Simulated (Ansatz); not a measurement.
Program: Ansatz. Geometries: PBE0-D4/def2-TZVP. ΔE: electronic, gas phase. CBS: MP2 limit from def2 TZ/QZ plus the TZ coupled-cluster correction, frozen cores. This one scheme is used for every species. DFT in def2-TZVPP. B3LYP here is the variant with VWN-RPA as its local correlation; programs differ in this. Each species was taken in one conformer, which may not be the lowest.

`[SiH3]N([SiH3])BCl` + `NCBO` → `NCBCl` + `OBN([SiH3])[SiH3]`  (redistribution)

`[SiH3]N([SiH3])BCl`:

Cartesian coordinates in Å:
```
Si 1.194 0.941 -0.530
N -0.143 -0.148 -0.161
Si -0.642 -0.316 1.513
B -0.794 -0.863 -1.175
Cl -0.275 -0.678 -2.860
H 2.328 0.207 -1.135
H 1.612 1.500 0.783
H 0.754 2.044 -1.415
H 0.496 -0.814 2.327
H -1.772 -1.272 1.573
H -1.058 1.006 2.046
H -1.700 -1.608 -0.966
```

`NCBO`:

Cartesian coordinates in Å:
```
N -0.720 -0.977 -0.264
C 0.116 -0.197 0.659
B 0.657 1.092 -0.079
O 0.470 1.158 -1.408
H -1.683 -0.669 -0.219
H -0.719 -1.962 -0.039
H 0.999 -0.794 0.923
H -0.368 0.030 1.619
H 1.239 1.984 0.471
H 0.008 0.335 -1.663
```

`NCBCl`:

Cartesian coordinates in Å:
```
N -0.999 -0.601 -0.677
C 0.355 -0.317 -0.266
B 0.603 0.974 0.553
Cl -0.718 1.896 1.234
H -1.665 -0.361 0.045
H -1.128 -1.573 -0.917
H 0.824 -1.097 0.375
H 1.021 -0.275 -1.140
H 1.708 1.354 0.794
```

`OBN([SiH3])[SiH3]`:

Z-matrix (Å, degrees):
```
Si
N 1 1.742
H 1 1.487 2 110.5
H 1 1.487 2 110.5 3 -119.3
H 1 1.483 2 108.7 3 120.4
B 2 1.420 1 121.9 3 -120.5
Si 2 1.753 1 119.4 3 59.5
O 6 1.367 2 117.4 1 180.0
H 6 1.201 2 121.7 1 -0.0
H 7 1.483 2 111.5 1 -118.3
H 7 1.483 2 111.5 1 118.5
H 7 1.488 2 106.0 1 0.1
H 8 0.958 6 113.7 2 180.0
```

(1) Is it downhill or uphill in electronic energy at CCSD(T)/CBS, and by how much? (An estimate is asked.)

(2) What do these levels give: PBE-D4, r2SCAN-D4, PBE0-D4, B3LYP-D4, ωB97M-V, B3LYP, CCSD(T)/def2-TZVPP, HF/def2-QZVPP, MP2/def2-QZVPP, HF/CBS(def2), MP2/CBS(def2), CCSD/CBS(def2)? (Best estimate.)

Largest T1 diagnostic among the species: 0.012.

Results:

(1) The calculation gave: Uphill: ΔE = +5.1 kcal/mol.

(2) Computed: PBE-D4 5.7, r2SCAN-D4 4.5, PBE0-D4 5.0, B3LYP-D4 4.8, ωB97M-V 5.1, B3LYP 4.3, CCSD(T)/def2-TZVPP 5.3, HF/def2-QZVPP 1.5, MP2/def2-QZVPP 5.3, HF/CBS(def2) 1.5, MP2/CBS(def2) 5.2, CCSD/CBS(def2) 4.4 kcal/mol.

In def2-TZVPP, CCSD(T) changes the Hartree–Fock value by +3.6 kcal/mol (the triples alone add +0.6 kcal/mol) and MP2 by +3.8 kcal/mol.
